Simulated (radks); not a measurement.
Results of a calculation; reference values are marked as such.
The platinum anion Pt- inside a hard spherical wall (all orbitals vanish at R), configuration held at [Xe] 4f14 5d9 6s2 and not refilled when levels cross. Code: a radial shooting solver on a logarithmic mesh with Libxc functionals. Model: scalar-relativistic Kohn-Sham, PBE, spin-unpolarised, spherical densities, point nucleus. Eigenvalues in eV, with the zero of energy where the potential of the charges vanishes at infinity; a dash marks a level that is unbound or too diffuse for the functional's potential to be trusted. A positive occupied level is held by the wall or, in an anion where self-interaction has pushed it up, behind a barrier. The pressure on the wall is -dE/dV.

R (bohr)  E (hartree)  kinetic (hartree)    e(4f)    e(5p)   e(6s)   e(5d)  e(6p, empty)  e(7s, empty)  pressure (GPa)
12        -18413.6068          20541.885  -63.385  -49.223   0.477   0.655         3.699         4.294         0.00667
10        -18413.6049          20541.898  -63.245  -49.080   0.602   0.793         4.289         5.794          0.0422
8         -18413.5958          20541.952  -62.814  -48.646   0.991   1.205         5.361         8.981           0.350
7         -18413.5801          20542.036  -62.291  -48.126   1.470   1.689         6.367        12.102            1.16
6         -18413.5377          20542.244  -61.245  -47.100   2.452   2.628         8.145        17.579            4.46
4         -18412.9482          20544.745  -53.475  -39.884  10.604   9.229        20.448        52.327             126
3.5       -18412.3023          20547.271  -47.941  -35.034  17.347  13.910        29.889        76.544             358
1.5       -18346.6668          20768.236   96.226   103.69  369.79  182.95        435.98        868.67          199000
